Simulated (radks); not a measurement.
All-electron atom: Kr in [Kr]. All-electron calculation, Dirac Kohn-Sham, BLYP, spin-unpolarised, spherical densities, point nucleus; speed of light set to 1370.36 atomic units (10 times the physical value, a model run). Program: a radial shooting solver on a logarithmic mesh with Libxc functionals.

Radial electron density D(r) = 4 pi r^2 rho(r):

```
   r/bohr * D(r) (the largest magnitude, 53, reaches the edge; | marks zero)
 0.001824 |*
 0.002073 | *
 0.002375 | *
 0.002721 |  *
 0.003118 |  *
 0.003572 |   *
 0.004092 |    *
 0.004651 |      *
 0.005329 |       *
 0.006105 |         *
 0.006994 |           *
 0.008013 |              *
  0.00918 |                 *
  0.01043 |                     *
  0.01195 |                        *
   0.0137 |                             *
  0.01569 |                                 *
  0.01798 |                                     *
   0.0206 |                                        *
  0.02341 |                                           *
  0.02682 |                                            *
  0.03073 |                                             *
   0.0352 |                                            *
  0.04033 |                                          *
  0.04584 |                                        *
  0.05251 |                                      *
  0.06016 |                                     *
  0.06893 |                                      *
  0.07897 |                                        *
  0.09048 |                                             *
   0.1028 |                                                 *
   0.1178 |                                                     *
    0.135 |                                                      *
   0.1546 |                                                    *
   0.1772 |                                              *
    0.203 |                                       *
   0.2307 |                                 *
   0.2643 |                              *
   0.3028 |                               *
   0.3469 |                                  *
   0.3975 |                                     *
   0.4517 |                                     *
   0.5175 |                                  *
   0.5929 |                            *
   0.6793 |                    *
   0.7783 |              *
   0.8917 |         *
    1.013 |      *
    1.161 |     *
     1.33 |     *
    1.524 |     *
    1.746 |    *
        2 |   *
    2.274 |  *
    2.605 | *
    2.984 |*
    3.419 |*
    3.917 *
    4.488 *
      5.1 *
    5.843 *
    6.695 *
```

D(r) has 3 maxima, at r = 0.0302, 0.133, 0.434 bohr, and minima at 0.0616, 0.277 bohr, inside which lie 2.08, 11.08 electrons.
